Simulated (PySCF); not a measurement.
Dissociation curve of SMILES [GeH4]. The Ge1–H5 bond (Ge1 also carries H, H, H; H5 carries nothing else) is varied alone, starting from the PBE0/def2-TZVP optimised geometry.

Level of theory: CCSD(T) on UHF/cc-pVDZ, 9 core orbitals frozen in PySCF.

### Question
Relative to R = 1.53 Å, what are the energies at R = 1.24, 1.29, 1.45, 1.90 Å?

### Answer
27.6 kcal/mol at 1.24 Å, 17.5 kcal/mol at 1.29 Å, 1.7 kcal/mol at 1.45 Å, 16.1 kcal/mol at 1.90 Å.

The unrestricted determinant behind UCCSD(T) is spin-contaminated at 2.29 to 5.39 Å (<S²> up to 1.0, against 0.00 for a pure singlet).
